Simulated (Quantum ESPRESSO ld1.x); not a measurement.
Problem. Species: Eu IV. Configuration: [Xe] 4f6. Method: Dirac Kohn-Sham, Engel-Vosko exchange with Perdew-Wang LDA correlation, spin-unpolarised, spherical densities, point nucleus; open shells fill j = l - 1/2 first; computed with ld1.x of Quantum ESPRESSO 7.5. Some entries of the table are withheld. Estimate them.

orbital  occ.  eigenvalue (eV)  <r> (bohr)  <1/r> (bohr^-1)
1s1/2       2       -48357.966     0.02231            70.28
2s1/2       2        -7964.160     0.09456            16.73
2p1/2       2        -7552.526     0.07909              (1)
2p3/2       4        -6905.067     0.08582              (2)
3s1/2       2        -1778.103      0.2490            6.093
3p1/2       2              (3)      0.2387            6.003
3p3/2       4              (4)      0.2516            5.529
3d3/2       4        -1165.235         (5)            5.404
3d5/2       6        -1136.504         (6)            5.286
4s1/2       2         -378.852      0.5652            2.540
4p1/2       2              (7)      0.5783            2.432
4p3/2       4              (8)      0.6071            2.274
4d3/2       4         -169.314      0.6454            2.057
4d5/2       6         -164.065      0.6556            2.018
5s1/2       2          -72.686       1.352           0.9836
5p1/2       2          -53.774       1.503           0.8752
5p3/2       4          -49.629       1.585           0.8218
4f5/2       6          -33.256      0.8750              (9)
4f7/2       0          -32.581      0.8858             (10)
5d3/2       0          -25.077       2.220           0.5763
5d5/2       0          -24.683       2.257           0.5657
6s1/2       0          -23.267       3.170           0.3992

Solution. 
(1) 2p1/2 <1/r> (bohr^-1): 16.70
(2) 2p3/2 <1/r> (bohr^-1): 14.82
(3) 3p1/2 eigenvalue (eV): -1601.235
(4) 3p3/2 eigenvalue (eV): -1469.165
(5) 3d3/2 <r> (bohr): 0.2235
(6) 3d5/2 <r> (bohr): 0.2275
(7) 4p1/2 eigenvalue (eV): -310.535
(8) 4p3/2 eigenvalue (eV): -281.426
(9) 4f5/2 <1/r> (bohr^-1): 1.491
(10) 4f7/2 <1/r> (bohr^-1): 1.475
